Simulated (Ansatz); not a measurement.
Consider the atomization: `B1C=CO1` → B• + 2 C• + 3 H• + O•.

Program: Ansatz. Geometries: PBE0-D4/def2-TZVP. ΔE: electronic, gas phase. CCSD(T)/CBS is the MP2 limit (def2-TZVPP, def2-QZVPP) plus CCSD(T) − MP2 in def2-TZVPP, frozen cores. This one scheme is used for every species, atoms too. DFT in def2-TZVPP. Open shells (•) are unrestricted, without spin–orbit coupling. Spin–orbit coupling would lower the free atoms: a little for B, C, O.

```
  species  PBE0 energy (Eh)
`B1C=CO1`        -177.90166
       B•         -24.61828
       C•         -37.80537
       H•          -0.50104
       O•         -75.01860
```

Problem. Work out ΔE.

Solution. ΔE = 3 × (-0.50104) + 2 × (-37.80537) + (-24.61828) + (-75.01860) − (-177.90166) = 1.15092 Eh = +31.32 eV. CCSD(T)/CBS gives +30.88 eV.

Largest T1 diagnostic among the species: 0.015.

At CCSD(T), def2-SVP lies −1.28 eV from the extrapolated value and def2-TZVPP −0.79 eV: correlation converges slowly with the basis, and small sets miss more of it in the bonded molecule than in its fragments. From r2SCAN to r2SCAN0 (25 % exact exchange), in def2-TZVPP and without D4, ΔE moves by −0.67 eV: exact exchange takes away binding that semilocal exchange gives to molecules.

For atomizations the MP2-based limit and the directly extrapolated one differ by several kJ/mol either way, and by 10 to 25 for some Ge, Se and Sn compounds, so smaller differences from it don't rank the levels.
